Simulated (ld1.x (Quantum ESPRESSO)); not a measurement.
**Scattering properties, TM potential for magnesium**

Mg, norm-conserving Troullier–Martins (Kleinman–Bylander form), made with ld1.x (Quantum ESPRESSO) 7.5 (PBE, non-relativistic). Core [He], reference 2s2 2p6 3s2 3p0. Waves: 2s (bound): rc 0.70 bohr; 2p (bound): rc 0.80 bohr. Local part: all-electron potential smoothed inside 0.60 bohr (lloc = -1). Core correction: none.

Occupied shells without a wave of their own: 3s. They enter only through the test configuration that unscreens the potential.

The phase is arctan(r·u′/u) with u = r·R(r), unwrapped; energies in Ry, scanned from -8 to 5 Ry. A pole is an energy at which the radial function vanishes at the test radius. The pseudo phase is shifted by a multiple of π to meet the all-electron one at the reference energy, and phase errors are pseudo minus all-electron; the curves can meet again beyond the range given. Levels narrower than the energy grid can be missing from the lists of poles.

```
channel  radius (bohr)  reference energy (Ry)  poles, all-electron  poles, pseudo  unbroken range about the reference energy with phases within 0.05 rad  phase error 1 Ry above the reference energy (rad)
      s           0.90                  -5.85                -0.14          -0.19                                                        the whole range                                             -0.000
      p           0.90                  -3.43                 0.86           0.90                                                        the whole range                                             +0.000
```

Phases in the s channel:

```
E (Ry)  all-electron  pseudo
 -8.00         0.072   0.071
 -7.52        -0.180  -0.181
 -7.04        -0.435  -0.436
 -6.56        -0.664  -0.665
 -6.08        -0.853  -0.853
 -5.60        -1.002  -1.002
 -5.12        -1.118  -1.118
 -4.64        -1.208  -1.209
 -4.16        -1.281  -1.281
 -3.68        -1.339  -1.340
 -3.20        -1.387  -1.388
 -2.72        -1.428  -1.429
 -2.24        -1.463  -1.464
 -1.76        -1.493  -1.494
 -1.28        -1.519  -1.521
 -0.80        -1.542  -1.544
 -0.32        -1.563  -1.565
  0.16        -1.582  -1.585
  0.64        -1.600  -1.603
  1.12        -1.616  -1.619
  1.60        -1.631  -1.635
  2.08        -1.646  -1.649
  2.56        -1.659  -1.663
  3.04        -1.672  -1.676
  3.52        -1.685  -1.689
  4.00        -1.697  -1.702
  4.48        -1.709  -1.714
  4.96        -1.720  -1.727
```
